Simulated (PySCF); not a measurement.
Match the calculated data to a structure.

All candidates are C4H5OPS.

* Polarisability: 93.2 au [CAM-B3LYP/def2-SVPD]
* UV, first state: lowest singlet excitation: 4.63 eV (268 nm, f = 0.130) [TDDFT CAM-B3LYP/def2-SVPD]
* Triplet: lowest triplet excitation (Tamm–Dancoff): 2.83 eV [TDA CAM-B3LYP/def2-SVPD]
* 1H NMR: chemical shifts (computed TMS as zero) by class: 7.81 (1 H), 7.05 (1 H), 4.05 (3 H) ppm [GIAO PBE0/pcSseg-1]
* NMR, other nuclei: isotropic shieldings of nuclei other than C and H, by class: 194 (1 O), 186 (1 P), 246 (1 S) ppm [GIAO PBE0/pcSseg-1]
* 13C NMR: chemical shifts (computed TMS as zero) by class: 220.6 (1 C), 148.4 (1 C), 125.7 (1 C), 62.5 (1 C) ppm [GIAO PBE0/pcSseg-1]
* Rotational structure: rotational constants A, B, C: 3.183, 1.740, 1.133 GHz [GFN2-xTB]

Gas-phase values; electronic properties from PySCF, density fitting. Levels stand in brackets. One conformer (not necessarily the lowest) at the GFN2-xTB geometry, without solvent, vibrations or thermal averaging. NMR classes are plain means over equivalent atoms (diastereotopic ones count apart unless rotation or inversion swaps them), as if these changed places fast.

Task: Which candidate is it?
A. `COc1cpcs1`
B. `COc1pccs1`
C. `CSc1cocp1`
D. `CSc1occp1`

Result: B. It is `COc1pccs1`. Numbering: `[CH3:1][O:2][c:3]1[p:4][cH:5][cH:6][s:7]1`. 4 carbons fall into 4 classes; from least to most shielded: aromatic carbon bearing oxygen [C3] (220.6 ppm), aromatic CH carbon [C5] (148.4 ppm), aromatic CH next to a ring sulfur [C6] (125.7 ppm), methoxy carbon [C1] (62.5 ppm). Hydrogen classes from least to most shielded: 1 H on an aromatic CH carbon, C5 (7.81 ppm), 1 H on an aromatic CH next to a ring sulfur, C6 (7.05 ppm), 3 H on a methoxy carbon, C1 (4.05 ppm, a mean of values up to 0.7 ppm apart in this geometry). The other shieldings belong to: 194 ppm, aryl ether oxygen [O2]; 186 ppm, phosphorus bonded to 2 C [P4]; 246 ppm, thiophene-type sulfur [S7]. The optimised geometry has point group Cs and is an asymmetric top.

The others, at the same levels:
- `CSc1cocp1` fails: its computed 13C shifts are 187.5 (1 C), 153.7 (1 C), 146.9 (1 C), 24.0 (1 C) ppm, 1H shifts are 8.91 (1 H), 8.04 (1 H), 2.61 (3 H) ppm and rotational constant A is 3.946 GHz (against 3.183 GHz).
- `COc1cpcs1` fails: its computed 13C shifts are 184.3 (1 C), 151.8 (1 C), 124.4 (1 C), 61.4 (1 C) ppm, rotational constant A is 4.228 GHz (against 3.183 GHz) and smallest rotational constant is 1.057 GHz (against 1.133 GHz).
- `CSc1occp1` fails: its computed 13C shifts are 210.0 (1 C), 153.1 (1 C), 130.7 (1 C), 23.2 (1 C) ppm, 1H shifts are 8.02 (1 H), 7.23 (1 H), 2.59 (3 H) ppm and rotational constant A is 3.893 GHz (against 3.183 GHz).

Each candidate is one conformer, not necessarily the lowest. Dipoles, sizes and rotational constants follow the conformer. The torsions of the flexible species, by atom-mapped SMILES:
- `[CH3:1][O:2][c:3]1[p:4][cH:5][cH:6][s:7]1`: C1–O2–C3–P4 180°
- `[CH3:1][S:2][c:3]1[cH:4][o:5][cH:6][p:7]1`: C1–S2–C3–C4 180°
- `[CH3:1][O:2][c:3]1[cH:4][p:5][cH:6][s:7]1`: C1–O2–C3–C4 180°
- `[CH3:1][S:2][c:3]1[o:4][cH:5][cH:6][p:7]1`: C1–S2–C3–O4 180°
